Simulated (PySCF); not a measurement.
Frontier levels across methods

Compound: AlH8NOSi.
SMILES with atom numbers: `[NH3+:1][AlH2-:2][O:3][SiH3:4]` (hydrogens: H5, H6, H7 on N1; H8, H9 on Al2; H10, H11, H12 on Si4)

Structure used (PBE0-D3(BJ)/def2-SVP), in Å, numbered top down from 1:
```xyz
12
AlH8NOSi angstrom
N      2.1507   -0.4577    0.2261
Al     0.8550    1.1392    0.2300
O     -0.5953    0.1894    0.1082
Si    -2.1478   -0.2854   -0.0604
H      3.1349   -0.1925    0.2848
H      2.0268   -1.0039   -0.6282
H      1.9483   -1.0783    1.0117
H      1.3164    1.9008   -1.1001
H      1.1668    1.7784    1.6632
H     -2.2139   -1.7677   -0.2840
H     -2.8137    0.3761   -1.2288
H     -2.9597    0.0199    1.1616
```

Basis pcSseg-2 throughout (PySCF), one geometry. The structure is a single PBE0-D3(BJ)/def2-SVP conformer in the gas phase; no vibrational or solvent corrections.

Task: How do the orbital energies, the gap and the dipole change with the method?

Result: 
| method | kind | HOMO (eV) | LUMO (eV) | gap (eV) | μ (D) | SCF cycles |
| --- | --- | --- | --- | --- | --- | --- |
| BLYP | GGA | -5.93 | -1.39 | 4.54 | 5.45 | 15 |
| OPBE | GGA | -5.95 | -1.23 | 4.72 | 5.51 | 15 |
| PBE | GGA | -6.01 | -1.36 | 4.65 | 5.47 | 15 |
| B97-D | GGA | -6.04 | -1.22 | 4.82 | 5.49 | 14 |
| LDA | LDA | -6.05 | -1.43 | 4.62 | 5.46 | 15 |
| KT2 | GGA | -6.08 | -1.36 | 4.72 | 5.38 | 16 |
| KT3 | GGA | -6.11 | -1.55 | 4.56 | 5.39 | 15 |
| BP86 | GGA | -6.12 | -1.22 | 4.90 | 5.49 | 14 |
| B97-2 | global hybrid | -7.07 | -0.56 | 6.52 | 5.50 | 14 |
| B3LYP | global hybrid | -7.12 | -0.92 | 6.21 | 5.47 | 13 |
| PBE0 | global hybrid | -7.30 | -0.58 | 6.72 | 5.49 | 13 |
| mPW1PW91 | global hybrid | -7.34 | -0.58 | 6.75 | 5.50 | 13 |
| BHandHLYP | global hybrid | -8.55 | -0.03 | 8.52 | 5.48 | 11 |
| CAM-B3LYP | range-separated hybrid | -8.71 | 0.12 | 8.82 | 5.48 | 12 |
| wB97X-D | range-separated hybrid | -9.22 | 1.19 | 10.41 | 5.53 | 14 |
| LC-wPBE | range-separated hybrid | -10.05 | 1.34 | 11.39 | 5.53 | 13 |
| HF | Hartree–Fock | -10.52 | 1.73 | 12.24 | 5.54 | 10 |

The HOMO spans 4.58 eV, from BLYP down to HF, and the gap runs from 4.54 eV (BLYP) to 12.24 eV (HF). Over the methods BLYP (0 %), OPBE (0 %), PBE (0 %), B97-D (0 %), LDA (0 %), KT2 (0 %), KT3 (0 %), BP86 (0 %), B97-2 (21 %), B3LYP (20 %), PBE0 (25 %), mPW1PW91 (25 %), BHandHLYP (50 %), HF (100 %), a straight line through the gap against the share of exact exchange rises by 0.76 eV for each 10 % (correlation coefficient 0.998). The dipole ranges from 5.38 D (KT2) to 5.54 D (HF). This basis has no diffuse functions.
